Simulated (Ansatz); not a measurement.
Start from `CC[SiH2][SeH]` and change one atom or group to get `CB[SiH2]CC`.

Ansatz, PBE0-D4/def2-TZVP geometries, multiplicity 1. Each molecule was computed in one conformer, which needn't be the lowest.

Scalar relativity is left out up to krypton.

```tsv
property	`CC[SiH2][SeH]`
HOMO energy (ωB97M-V/def2-TZVPP) / eV	-9.09
size of the dipole moment (B3LYP/def2-TZVPP) / D	1.65
size of the dipole moment (ωB97M-V/def2-TZVPP) / D	1.69
HOMO–LUMO gap (B3LYP/def2-TZVPP) / eV	6.60
HOMO energy (B3LYP/def2-TZVPP) / eV	-6.68
HOMO energy (PBE/def2-TZVPP) / eV	-5.78
```

(1) What does the change do to each property? (An estimate is asked.)

## Answers

(1) Ansatz gave: 
| property | `CB[SiH2]CC` | shift |
| --- | --- | --- |
| HOMO energy (ωB97M-V/def2-TZVPP) / eV | -9.71 | -0.62 |
| size of the dipole moment (B3LYP/def2-TZVPP) / D | 1.28 | -0.37 |
| size of the dipole moment (ωB97M-V/def2-TZVPP) / D | 1.30 | -0.39 |
| HOMO–LUMO gap (B3LYP/def2-TZVPP) / eV | 5.49 | -1.11 |
| HOMO energy (B3LYP/def2-TZVPP) / eV | -7.37 | -0.69 |
| HOMO energy (PBE/def2-TZVPP) / eV | -6.33 | -0.55 |

With PBE0 the HOMO falls by 0.62 eV and the LUMO falls by 1.89 eV, so the gap narrows by about 1.27 eV. PBE moves the HOMO by -0.55 eV and ωB97M-V by -0.62 eV. Dipoles are sizes alone; their direction can turn.

B3LYP here is the variant with VWN-RPA as its local correlation; programs differ in this.

Spin–orbit coupling is left out; it splits and shifts lone-pair levels of the heavy atoms by tenths of an eV.
